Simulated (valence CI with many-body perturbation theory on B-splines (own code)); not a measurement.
The numbers below are computed, except where a source is named.
## Level structure of Hg7+

Method: configuration interaction combined with many-body perturbation theory (CI+MBPT): five valence electrons over a frozen Dirac-Fock core [Xe] 4f14, radial functions for each j: 7 s, 7 p, 8 d, 6 f, 4 g, 1 h, with the one-electron correlation potential Σ1, the two-electron term Σ2, the three-electron term Σ3, Breit, model QED; selected CI, second order for the rest, scaled by the run's own slope (own B-spline code, finite nucleus).

No measured spectrum was set against this ion. As an estimate, terms of the open shell hold to 2 to 4 % of their energy, and close levels can change places; different configurations can be misplaced against each other by 1,000 to 8,000 cm⁻¹. Core correlation moves these levels by up to 16000 cm⁻¹, and in measured spectra 5 to 20 % of such shifts remained as error; rates that hang on mixing are uncertain with them. Among the levels kept, up to 910 cm⁻¹ of a level comes from second order outside the variational space, and about a tenth of that is noise between levels of different J, which matters for small intervals. Only levels of the ground parity were solved; by the run's estimate the other parity begins above the list, which can be wrong where configurations are misplaced.

Levels 1 to 45 of 48, with energies above the lowest level, 5d5 6S_5/2. "Leading %" is the weight of the configuration and term that name the level; weights of strongly mixed levels are sums over their largest components and can fall short. In the jj column 3d3/2^4 stands for four electrons in 3d with j = 3/2.

```
No.  Configuration  Term     J  E (eV)  Leading %                 Leading jj      g
  1            5d5    6S   5/2   0.000         70     5d3/2^3 5d5/2^2 (38 %)  1.847
  2            5d5    4G   5/2   2.350         26       5d3/2^4 5d5/2 (55 %)  1.072
  3            5d5    4G   7/2   3.562         53     5d3/2^3 5d5/2^2 (91 %)  1.119
  4            5d5    4D   3/2   3.715         46     5d3/2^3 5d5/2^2 (90 %)  1.313
  5            5d5    4G  11/2   3.835         63     5d3/2^3 5d5/2^2 (83 %)  1.188
  6            5d5    4G   5/2   4.064         36     5d3/2^3 5d5/2^2 (54 %)  1.096
  7            5d5    4G   9/2   4.098         70     5d3/2^3 5d5/2^2 (67 %)  1.165
  8            5d5    4P   1/2   4.429         57     5d3/2^3 5d5/2^2 (64 %)  1.734
  9            5d5    4D   7/2   5.094         43     5d3/2^2 5d5/2^3 (54 %)  1.226
 10            5d5    2D   5/2   5.352         37     5d3/2^3 5d5/2^2 (50 %)  1.240
 11            5d5    2F   7/2   5.886         33     5d3/2^2 5d5/2^3 (50 %)  1.151
 12            5d5    2I  11/2   5.902         64     5d3/2^2 5d5/2^3 (86 %)  1.030
 13            5d5    4D   1/2   6.088         66     5d3/2^2 5d5/2^3 (87 %)  0.822
 14            5d5    2D   3/2   6.154         45     5d3/2^2 5d5/2^3 (49 %)  0.993
 15            5d5    2G   9/2   6.305         48     5d3/2^2 5d5/2^3 (68 %)  1.152
 16            5d5    4F   3/2   6.480         47     5d3/2^2 5d5/2^3 (82 %)  1.023
 17            5d5    2I  13/2   6.571         99     5d3/2^2 5d5/2^3 (99 %)  1.076
 18            5d5    2F   5/2   6.822         38     5d3/2^2 5d5/2^3 (75 %)  1.011
 19            5d5    2H   9/2   7.621         51     5d3/2^2 5d5/2^3 (98 %)  1.109
 20            5d5    2G   7/2   7.799         59     5d3/2^2 5d5/2^3 (94 %)  1.002
 21            5d5    4F   5/2   7.841         45     5d3/2^2 5d5/2^3 (73 %)  1.055
 22            5d5    2F   5/2   8.394         36       5d3/2 5d5/2^4 (57 %)  1.158
 23            5d5    2D   3/2   8.412         69     5d3/2^2 5d5/2^3 (44 %)  0.768
 24            5d5    2F   7/2   8.658         59     5d3/2^2 5d5/2^3 (66 %)  1.076
 25            5d5    2S   1/2   8.829         68     5d3/2^2 5d5/2^3 (44 %)  1.918
 26            5d5    4F   7/2   9.282         42       5d3/2 5d5/2^4 (86 %)  1.193
 27            5d5    2G   9/2   9.403         50     5d3/2^2 5d5/2^3 (52 %)  1.097
 28            5d5    2H  11/2   9.624         66       5d3/2 5d5/2^4 (94 %)  1.068
 29            5d5    2D   3/2  10.104         72       5d3/2 5d5/2^4 (62 %)  0.849
 30            5d5    2D   5/2  10.712         66       5d3/2 5d5/2^4 (76 %)  1.119
 31            5d5    2G   9/2  11.098         90     5d3/2^2 5d5/2^3 (49 %)  1.111
 32            5d5    2D   5/2  11.250         50             5d5/2^5 (46 %)  1.097
 33            5d5    2G   7/2  11.663         77       5d3/2 5d5/2^4 (76 %)  0.944
 34            5d5    2P   3/2  12.111         80     5d3/2^2 5d5/2^3 (82 %)  1.233
 35            5d5    2P   1/2  13.239         82       5d3/2 5d5/2^4 (61 %)  0.860
 36            5d5    2D   5/2  14.498         86     5d3/2^2 5d5/2^3 (52 %)  1.188
 37            5d5    2D   3/2  14.888         79       5d3/2 5d5/2^4 (80 %)  0.882
 38         5d4 6s    6D   1/2  23.015         57          5d3/2^4 6s (69 %)  2.892
 39         5d4 6s    6D   3/2  24.161         79    5d3/2^3 5d5/2 6s (79 %)  1.819
 40         5d4 6s    6D   5/2  25.020         85  5d3/2^2 5d5/2^2 6s (51 %)  1.608
 41         5d4 6s    6D   7/2  25.613         75  5d3/2^2 5d5/2^2 6s (45 %)  1.504
 42         5d4 6s    4D   1/2  25.694         48    5d3/2^3 5d5/2 6s (67 %)  0.870
 43         5d4 6s    6D   9/2  25.949         54    5d3/2^3 5d5/2 6s (57 %)  1.414
 44         5d4 6s    4D   3/2  26.824         64    5d3/2^3 5d5/2 6s (70 %)  1.140
 45         5d4 6s    4H   7/2  26.949         41    5d3/2^3 5d5/2 6s (84 %)  0.918
```

Names give the largest LS component (configuration and term), which can be under half, so a name can repeat, a term be missing and a line seem to break the LS rules; names also repeat where a configuration has a term twice.

The ionisation energy to 5d4 5D_0 of the next ion comes out as 114.67 eV (NIST: 113.9 ± 2.1 eV (theoretical)). All 48 levels together are meant to be complete up to 28.463 eV.
